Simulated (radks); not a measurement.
Results of a calculation; reference values are marked as such.
Task: These are the eigenvalues of the occupied orbitals of an atom or ion with whole-number occupations (hartree). Level of theory: non-relativistic Kohn-Sham, MS2 meta-GGA, spin-unpolarised, spherical densities, point nucleus; meta-GGA in the generalised Kohn-Sham scheme (a radial shooting solver on a logarithmic mesh with Libxc functionals).

| orbital | eigenvalue |
|---|---|
| 1s | -90.02350 |
| 2s | -9.43147 |
| 2p | -7.34118 |
| 3s | -1.93565 |
| 3p | -1.47405 |

Which element is it, and in what charge state? The configuration may be excited.

Result: Z = 16, sulfur, charge +3: S3+ in [Ne] 3s2 3p1. The list shows which subshells hold electrons but not how many an open one holds; the 1s level, -90.023 hartree, gives Z - s = 13.4 by -(Z - s)^2/2, which with screening narrows Z to a few neighbours, and the depths of the outer levels then fix element, charge and occupations together.
